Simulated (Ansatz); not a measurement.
CH$_{6}$BeOSi, singlet, at a GFN2-xTB geometry (such geometries of metal compounds can be far from the true shape); HF/def2-TZVPD run with Ansatz (a quantum-chemistry and plane-wave program).

Here is a job for Ansatz.
Ansatz 0.2 input:
```yaml
crystal:
  periodic: [false, false, false]
  atoms:
    - {symbol: Be, position_ang: [-0.02460077, -0.01133480, -0.04066837]}
    - {symbol: O, position_ang: [-0.71423350, -0.32908302, -1.18072385]}
    - {symbol: C, position_ang: [-1.40521695, -0.64745358, -2.32301224]}
    - {symbol: H, position_ang: [-2.14841730, 0.12617872, -2.54404112]}
    - {symbol: H, position_ang: [-0.71756333, -0.72671412, -3.17186895]}
    - {symbol: H, position_ang: [-1.92161885, -1.60535060, -2.19863450]}
    - {symbol: Si, position_ang: [1.05916266, 0.48800910, 1.75093805]}
    - {symbol: H, position_ang: [0.80532011, -0.32947610, 2.94803258]}
    - {symbol: H, position_ang: [0.86906643, 1.83789492, 2.30539734]}
    - {symbol: H, position_ang: [2.52850845, 0.42806465, 1.69451963]}
basis:
  gaussian:
    orbitals: def2-TZVPD
hamiltonian:
  xc: hf
```

Task: Predict the main parts of the log of this Ansatz run.

Result: 
```
Functional definition: HF
1273 factors; their error is unknown
mean field evaluation 1: about -11422.2964 eV, gradient 3.8e1 eV
mean field evaluation 2: about -11424.6010 eV, gradient 2.6e1 eV
mean field evaluation 4: about -11425.7713 eV, gradient 6.5e-1 eV
mean field evaluation 8: about -11425.8474 eV, gradient 4.3e-1 eV
mean field -11425.84759876 eV, -419.8921545368 hartree, gradient 9.6e-6 eV, S^2 0.000000; 0 other end points of the search recorded, 0 dependent functions left out
reference -11425.84759876 eV, -419.8921545368 hartree; 19, 19 occupied and 177, 177 virtual orbitals, 1273 factors
Total energy: -11425.84759876 eV, -419.8921545368 hartree
```
